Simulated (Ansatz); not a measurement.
SnHMe2(NHiPr) (C₅H₁₅NSn), relaxed as a singlet with RKS PBE-D4/def2-SVP in Ansatz, starting from the GFN2-xTB geometry. Force threshold 0.02 eV/Å.

In the def2 sets Sn takes a core potential; there is no spin–orbit coupling.

Start:

```xyz
22

C    -0.840   -0.203   -2.516
C    -2.790   -1.519    0.203
C     1.570    0.082    0.874
C     1.338    1.088    2.001
C     2.047    0.788   -0.383
N     0.401   -0.721    0.586
Sn   -1.280   -0.073   -0.393
H    -1.805    1.527   -0.003
H    -0.376   -1.163   -2.713
H    -0.164    0.582   -2.834
H    -1.753   -0.130   -3.094
H    -3.091   -1.380    1.235
H    -2.393   -2.521    0.087
H    -3.666   -1.418   -0.425
H     0.142   -1.214    1.432
H     2.354   -0.621    1.195
H     0.575    1.803    1.699
H     2.254    1.627    2.229
H     0.999    0.578    2.900
H     1.320    1.541   -0.682
H     3.001    1.277   -0.206
H     2.159    0.069   -1.189
```

| step | energy (eV) | largest force component (eV/Å) | SCF passes |
| --- | --- | --- | --- |
| 1 | -12736.4551 | 0.769 | 21 |
| 2 | -12736.5961 | 0.193 | 21 |
| 3 | -12736.6046 | 0.159 | 21 |
| 4 | -12736.6084 | 0.153 | 20 |
| 5 | -12736.6102 | 0.092 | 19 |
| 6 | -12736.6121 | 0.021 | 20 |
| 7 | -12736.6124 | 0.003 | 20 |
| 8 | -12736.6125 | 0.013 | 20 |
| 9 | -12736.6126 | 0.011 | 20 |
| 10 | -12736.6126 | 0.027 | 20 |
| 11 | -12736.6127 | 0.014 | 21 |

Force components are those of the run's own axes.

End:

```xyz
22

C    -0.852   -0.214   -2.524
C    -2.802   -1.512    0.177
C     1.572    0.079    0.888
C     1.350    1.096    2.020
C     2.039    0.776   -0.393
N     0.414   -0.771    0.610
Sn   -1.275   -0.084   -0.401
H    -1.755    1.544    0.021
H    -0.348   -1.179   -2.725
H    -0.188    0.613   -2.840
H    -1.794   -0.165   -3.105
H    -3.083   -1.376    1.240
H    -2.417   -2.540    0.032
H    -3.705   -1.377   -0.450
H     0.119   -1.257    1.467
H     2.403   -0.597    1.210
H     0.560    1.827    1.741
H     2.274    1.665    2.256
H     1.023    0.587    2.951
H     1.283    1.515   -0.740
H     2.983    1.331   -0.228
H     2.199    0.040   -1.206
```

By distances, no bond broke or formed. The bond that changes most is N6–Sn7, from 2.05 to 2.08 Å (atoms count from 1).

The force fell under the threshold at step 7, but the optimiser went on. No frequencies were taken in this run, so the end may be a saddle point.

Hardware: 4 threads of Intel Xeon 6975P-C on a shared host. Wall time 15 s.
